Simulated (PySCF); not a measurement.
A geometry optimisation, step by step.

Compound: CH7FOSi2.
Numbering: `[CH3:1][SiH2:2][O:3][SiH2:4][F:5]` (hydrogens: H6, H7, H8 on C1; H9, H10 on Si2; H11, H12 on Si4)

Method: PBE0-D3(BJ)/def2-SVP geometry optimisation, gas phase (PySCF); density fitting, grid level 1; the optimiser is geomeTRIC in internal coordinates, started from a GFN2-xTB structure with every atom displaced at random (about 0.01 Å). 6 of its 20 geometries are shown. The frame can shift and turn from step to step; on so coarse a grid that alone can change the energy by a few meV, and forces under 0.02 eV/Å are noise.

Step 0: E = -21651.8561 eV, largest atomic force 2.267 eV/Å
```
atom  x, y, z in Å  |  force x, y, z in eV/Å
C1     -1.862    0.167    0.368   -0.117   0.956  -1.087
Si2    -0.664   -0.781   -0.711   -0.719   0.275   0.714
O3      0.846   -0.471   -0.221    2.069   0.508   0.773
Si4     2.171    0.364    0.297   -2.217  -0.050  -0.221
F5      2.162    1.752   -0.502    0.241   0.742  -0.360
H6     -1.750   -0.023    1.418    0.253  -0.372   0.971
H7     -2.899   -0.053    0.106   -0.359  -0.127  -0.104
H8     -1.741    1.270    0.231    0.050  -0.508  -0.033
H9     -0.780   -2.218   -0.503   -0.428  -0.760  -0.153
H10    -0.731   -0.375   -2.103   -0.348   0.086  -0.823
H11     3.310   -0.376   -0.094    1.344  -0.709  -0.150
H12     1.976    0.715    1.705    0.231  -0.041   0.474
```

Step 4: E = -21652.1098 eV, largest atomic force 0.048 eV/Å
```
atom  x, y, z in Å  |  force x, y, z in eV/Å
C1     -1.878    0.229    0.341   -0.003   0.012  -0.030
Si2    -0.678   -0.817   -0.634   -0.013   0.005   0.010
O3      0.881   -0.540   -0.116    0.031  -0.034   0.015
Si4     2.169    0.384    0.268   -0.032   0.025  -0.020
F5      2.128    1.747   -0.610    0.007  -0.001   0.007
H6     -1.798    0.020    1.418   -0.001  -0.003   0.011
H7     -2.914    0.020    0.027    0.002   0.003   0.002
H8     -1.684    1.301    0.180   -0.001   0.004   0.006
H9     -0.953   -2.269   -0.430   -0.002   0.003  -0.005
H10    -0.766   -0.500   -2.090   -0.003   0.000  -0.006
H11     3.418   -0.336   -0.076    0.009  -0.010   0.007
H12     2.108    0.786    1.698    0.006  -0.004   0.003
```

Step 8: E = -21652.1136 eV, largest atomic force 0.067 eV/Å
```
atom  x, y, z in Å  |  force x, y, z in eV/Å
C1     -1.750    0.484    0.239   -0.024  -0.052   0.034
Si2    -0.711   -0.765   -0.682   -0.066   0.000   0.000
O3      0.830   -0.839   -0.038    0.025   0.056  -0.015
Si4     2.096    0.107    0.394    0.030  -0.032   0.033
F5      2.071    1.464   -0.498   -0.012  -0.018   0.002
H6     -1.827    0.198    1.300   -0.003   0.039  -0.009
H7     -2.769    0.507   -0.179   -0.001   0.015   0.002
H8     -1.333    1.501    0.179    0.037  -0.006  -0.025
H9     -1.302   -2.126   -0.535    0.017  -0.005  -0.026
H10    -0.612   -0.418   -2.131   -0.005  -0.003   0.001
H11     3.362   -0.611    0.112   -0.001   0.011  -0.002
H12     1.976    0.525    1.815    0.002  -0.005   0.005
```

Step 11: E = -21652.1181 eV, largest atomic force 0.081 eV/Å
```
atom  x, y, z in Å  |  force x, y, z in eV/Å
C1     -1.699    0.561    0.197   -0.006   0.024   0.008
Si2    -0.743   -0.775   -0.689    0.074  -0.031   0.007
O3      0.802   -0.893   -0.048   -0.052   0.028  -0.040
Si4     2.066    0.029    0.437   -0.001  -0.034   0.026
F5      1.985    1.460   -0.328    0.001   0.026  -0.011
H6     -1.782    0.352    1.275    0.009  -0.018  -0.003
H7     -2.717    0.652   -0.214    0.003   0.003  -0.004
H8     -1.191    1.530    0.070   -0.008   0.004   0.003
H9     -1.373   -2.116   -0.529   -0.017   0.005   0.025
H10    -0.642   -0.459   -2.145    0.007   0.000   0.003
H11     3.340   -0.627    0.055   -0.006  -0.003  -0.009
H12     1.984    0.309    1.894   -0.004  -0.003  -0.005
```

Step 15: E = -21652.1258 eV, largest atomic force 0.126 eV/Å
```
atom  x, y, z in Å  |  force x, y, z in eV/Å
C1     -1.628    0.663    0.142    0.031   0.016  -0.101
Si2    -0.782   -0.780   -0.687   -0.119   0.041   0.012
O3      0.768   -0.932   -0.086    0.108  -0.040   0.027
Si4     2.039   -0.059    0.462   -0.016   0.081  -0.021
F5      1.867    1.476   -0.051   -0.004  -0.072   0.029
H6     -1.680    0.518    1.231   -0.017   0.003   0.024
H7     -2.651    0.802   -0.243   -0.009  -0.011   0.019
H8     -1.059    1.585   -0.061   -0.002   0.002   0.036
H9     -1.484   -2.065   -0.407    0.004   0.002  -0.021
H10    -0.701   -0.564   -2.162   -0.017  -0.021  -0.012
H11     3.296   -0.595   -0.111    0.024   0.002   0.005
H12     2.047   -0.025    1.947    0.017   0.000   0.001
```

Step 19: E = -21652.1277 eV, largest atomic force under 0.02 eV/Å
```
atom  x, y, z in Å  |  force x, y, z in eV/Å
C1     -1.617    0.693    0.121    0.007   0.000   0.004
Si2    -0.791   -0.775   -0.682    0.003   0.002  -0.002
O3      0.765   -0.945   -0.089   -0.001   0.001   0.004
Si4     2.040   -0.085    0.470   -0.004   0.001  -0.006
F5      1.848    1.467    0.023    0.001   0.000   0.001
H6     -1.682    0.558    1.212   -0.006  -0.001  -0.001
H7     -2.637    0.837   -0.267    0.000   0.001  -0.004
H8     -1.037    1.608   -0.078    0.001  -0.001   0.003
H9     -1.514   -2.044   -0.382    0.002  -0.001   0.002
H10    -0.717   -0.594   -2.163   -0.004  -0.002   0.000
H11     3.294   -0.585   -0.146    0.001   0.001   0.000
H12     2.082   -0.112    1.954    0.001  -0.001   0.000
```

Problem. Summarise the path.

Solution. The energy falls by 26.21 kJ/mol from step 0 to step 19; nine tenths of that is first reached at step 2. It rises by more than 0.2 meV at steps 13 and 16. The largest force goes from 2.267 to under 0.02 eV/Å. Among the bonds Si4–H11 changes most, from 1.414 to 1.483 Å; the atoms move by 0.410 Å rms after alignment.

Problem. Follow the three bonds and two angles with the largest change from start to end.

Solution. 
| step | E above end (kJ/mol) | largest force (eV/Å) | Si4–H11 (Å) | Si2–O3 (Å) | Si2–H10 (Å) | Si2–O3–Si4 (°) | H11–Si4–H12 (°) |
| --- | --- | --- | --- | --- | --- | --- | --- |
| 0 | 26.21 | 2.267 | 1.414 | 1.617 | 1.452 | 160.4 | 119.9 |
| 1 | 4.15 | 0.540 | 1.491 | 1.675 | 1.500 | 156.1 | 110.1 |
| 2 | 1.91 | 0.115 | 1.485 | 1.668 | 1.495 | 155.7 | 112.1 |
| 3 | 1.78 | 0.044 | 1.483 | 1.666 | 1.494 | 155.4 | 112.7 |
| 4 | 1.73 | 0.048 | 1.483 | 1.666 | 1.493 | 155.0 | 112.9 |
| 5 | 1.68 | 0.076 | 1.482 | 1.666 | 1.493 | 154.1 | 113.1 |
| 6 | 1.61 | 0.081 | 1.482 | 1.666 | 1.493 | 152.2 | 113.1 |
| 7 | 1.49 | 0.080 | 1.483 | 1.668 | 1.493 | 149.1 | 113.1 |
| 8 | 1.36 | 0.067 | 1.483 | 1.672 | 1.493 | 142.1 | 112.7 |
| 9 | 1.29 | 0.104 | 1.483 | 1.675 | 1.493 | 139.0 | 112.6 |
| 10 | 1.02 | 0.108 | 1.483 | 1.679 | 1.494 | 139.5 | 112.4 |
| 11 | 0.93 | 0.081 | 1.483 | 1.676 | 1.493 | 141.7 | 112.5 |
| 12 | 0.82 | 0.042 | 1.483 | 1.674 | 1.493 | 142.4 | 112.6 |
| 13 | 1.40 | 0.391 | 1.481 | 1.658 | 1.492 | 145.3 | 113.6 |
| 14 | 0.39 | 0.189 | 1.482 | 1.666 | 1.493 | 144.1 | 113.1 |
| 15 | 0.19 | 0.126 | 1.482 | 1.669 | 1.493 | 142.5 | 113.0 |
| 16 | 0.49 | 0.079 | 1.483 | 1.676 | 1.493 | 138.1 | 112.8 |
| 17 | 0.11 | 0.059 | 1.483 | 1.674 | 1.493 | 140.3 | 112.8 |
| 18 | 0.01 | 0.026 | 1.484 | 1.675 | 1.494 | 142.0 | 112.6 |
| 19 | 0.00 | under 0.02 | 1.483 | 1.674 | 1.493 | 142.4 | 112.6 |

What follows is the cost of the whole optimisation. The run took 85 s of wall time on one thread of an Arm Neoverse V2, shared host, and the process peaked at 0.47 GiB of memory.
